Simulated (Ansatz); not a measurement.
`C[BH][ZnH]` + ethanol → `CBOCC` + `[ZnH2]` at 600 K and 1 bar (cleavage of the B–Zn bond).

Isolated molecules relaxed with PBE0-D4/def2-TZVP in Ansatz; ΔE leaves out vibrations. CCSD(T)/CBS is the MP2 limit (def2-TZVPP, def2-QZVPP) plus CCSD(T) − MP2 in def2-TZVPP, frozen cores. For Zn outer-core shells are correlated without core-valence functions, which leaves a few kJ/mol of doubt a bond. Scalar relativity is left out up to krypton. Each species was taken in one conformer, which may not be the lowest.

```json
{"species": "`C[BH][ZnH]`", "CCSD(T)/CBS energy (Eh)": "-1844.18606", "H − E (kJ/mol)": "188.1", "S (J/(mol·K))": "373.1"}
{"species": "`CCO`", "CCSD(T)/CBS energy (Eh)": "-154.88256", "H − E (kJ/mol)": "250.6", "S (J/(mol·K))": "328.9"}
{"species": "`CBOCC`", "CCSD(T)/CBS energy (Eh)": "-219.59220", "H − E (kJ/mol)": "381.5", "S (J/(mol·K))": "440.8"}
{"species": "`[ZnH2]`", "CCSD(T)/CBS energy (Eh)": "-1779.54550", "H − E (kJ/mol)": "52.6", "S (J/(mol·K))": "230.0"}
```

H − E and S are ideal-gas, rigid-rotor, harmonic terms from PBE0-D4/def2-TZVP, for one conformer and one mirror image of each species. 1 Eh = 2625.50 kJ/mol, R = 8.31446 J/(mol·K).

By hand: ΔE, ΔH, ΔS and ΔG.

ΔE = (-219.59220) + (-1779.54550) − (-1844.18606) − (-154.88256) = -0.06908 Eh = -181.4 kJ/mol. Δ(H − E) = 381.5 + 52.6 − 188.1 − 250.6 = -4.6, so ΔH = -186.0 kJ/mol. ΔS = 440.8 + 230.0 − 373.1 − 328.9 = -31.2 J/(mol·K). ΔG = -186.0 − 600 × (-31.2)/1000 = -167.3 kJ/mol.

By hand: the equilibrium constant, and the temperature at which ΔG would vanish if ΔH and ΔS stayed fixed.

log₁₀ K = −ΔG/(RT ln 10) = 14.6. ΔG = 0 at ΔH/ΔS = 5962 K, far beyond where these terms or the molecules hold.

ΔH outweighs TΔS. A doubt of 5 kJ/mol in ΔE shifts log₁₀ K by 0.4 here. Other conformers and mirror images would add mixing entropy, several J/(mol·K) or more a flexible species. Modes under 60 cm⁻¹, often nearly free rotors, make the harmonic entropy too high. These are equilibria of isolated gas molecules and say nothing of rates. Largest T1 diagnostic: 0.016 (customary marks: 0.02 for closed shells, 0.045 for open ones).
